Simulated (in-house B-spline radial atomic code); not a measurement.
## BP86 excitations of Cu II (Cu+)

Method: BP86. Computed with a B-spline radial code for spherical atoms: linear response of the closed shell [Ar] 3d10 with the functional's adiabatic kernel; non-relativistic, point nucleus, no spin-orbit coupling, no double excitations, S, P, D and F terms only. Only terms of natural parity with L up to 3 were computed.

Without relativity these are model numbers for so heavy an element.

Command:
```bash
python run_td.py task.json out
```
Settings (radii: box in bohr, nucleus in fm):
```
Z                        29
electrons                28
configuration            [Ar] 3d10
hamiltonian              nr
method                   b88,p86
box_radius               41.61
intervals                57
```

Cost of the run: 1.5 s on 1 thread of Arm Neoverse N1, with other jobs on the host.

The lowest states, in the order of their Tamm-Dancoff energies; the method's threshold (minus the highest occupied level) is 13.870 eV. Labels give the largest channel, * marks a mixed state, and oscillator strengths are full-response dipole values. Semilocal kernels can invert the small singlet-triplet splittings of Rydberg terms. Energies in eV:

```json
{"state": "3d → 4s 3D", "full response": "1.761", "Tamm-Dancoff": "1.842", "oscillator strength": "-"}
{"state": "3d → 4s 1D", "full response": "2.335", "Tamm-Dancoff": "2.347", "oscillator strength": "-"}
{"state": "3d → 4p 3P", "full response": "7.021", "Tamm-Dancoff": "7.060", "oscillator strength": "-"}
{"state": "3d → 4p 3F", "full response": "7.076", "Tamm-Dancoff": "7.107", "oscillator strength": "-"}
{"state": "3d → 4p 1F", "full response": "?", "Tamm-Dancoff": "?", "oscillator strength": "-"}
{"state": "3d → 4p 1P", "full response": "7.883", "Tamm-Dancoff": "7.951", "oscillator strength": "0.359"}
{"state": "3d → 5s 3D", "full response": "10.631", "Tamm-Dancoff": "10.635", "oscillator strength": "-"}
{"state": "3d → 5s 1D", "full response": "10.678", "Tamm-Dancoff": "10.680", "oscillator strength": "-"}
{"state": "3d → 5p 3F", "full response": "11.654", "Tamm-Dancoff": "11.658", "oscillator strength": "-"}
{"state": "3d → 5p 3P", "full response": "11.653", "Tamm-Dancoff": "11.658", "oscillator strength": "-"}
{"state": "3d → 5p 1F", "full response": "?", "Tamm-Dancoff": "?", "oscillator strength": "-"}
{"state": "3d → 4d 3S", "full response": "11.683", "Tamm-Dancoff": "11.692", "oscillator strength": "-"}
{"state": "3d → 4d 3D", "full response": "11.754", "Tamm-Dancoff": "11.756", "oscillator strength": "-"}
{"state": "3d → 4d 1D", "full response": "11.790", "Tamm-Dancoff": "11.794", "oscillator strength": "-"}
{"state": "3d → 5p 1P", "full response": "11.785", "Tamm-Dancoff": "11.797", "oscillator strength": "0.0321"}
{"state": "3d → 4d 1S", "full response": "12.056", "Tamm-Dancoff": "12.095", "oscillator strength": "-"}
```

Where does 3d → 4p 1F lie?

At 7.248 eV in full response, 7.260 eV in Tamm-Dancoff.

Where does 3d → 5p 1F lie?

At 11.683 eV in full response, 11.684 eV in Tamm-Dancoff.

How large is the singlet-triplet splitting of 3d → 4s (D terms) in Tamm-Dancoff?

0.505 eV, from the unrounded values.

What polarisabilities and dispersion coefficient does the method give?

Dipole 8.122 bohr³, quadrupole 69.29 bohr⁵, C6 27.65 hartree·bohr⁶ for two such species.
